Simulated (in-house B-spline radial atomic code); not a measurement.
# Excitations of Te XLIX (Te48+) by several methods

Full response, energies in eV; labels give the largest channel, * marks a mixed state, a dash one above the method's threshold, and an imaginary frequency an unstable closed-shell reference. Computed with an all-electron radial atomic-structure program (B-spline basis): linear response of the closed shell [He] 2s2 with each method's own kernel (bare exchange for TDHF, static screening on G0W0 levels for BSE, the adiabatic kernel for functionals); non-relativistic, point nucleus, no spin-orbit coupling, no double excitations, S, P, D and F terms only.

Without relativity these are model numbers for so heavy an element.

```csv
method,2s → 2p 3P,2s → 2p 1P,2s → 3s 3S,α (bohr³)
TDHF,58.69,147.32,4720.89,0.002058
PBE,?,?,?,?
B97-1,68.88,153.29,4716.98,0.00199
BSE on G0W0@HF,82.49,158.51,4733.54,0.001789
LDA exchange-only,71.03,152.52,4712.08,0.001917
B3LYP (VWN-RPA),?,?,?,?
```

Task: What does PBE give?

Result: 2s → 2p 3P: 69.47; 2s → 2p 1P: 153.04; 2s → 3s 3S: 4715.75; α: 0.001953 (eV, bohr³).

Task: What does B3LYP (VWN-RPA) give?

Result: 2s → 2p 3P: 64.48; 2s → 2p 1P: 151.00; 2s → 3s 3S: 4689.37; α: 0.001993 (eV, bohr³).
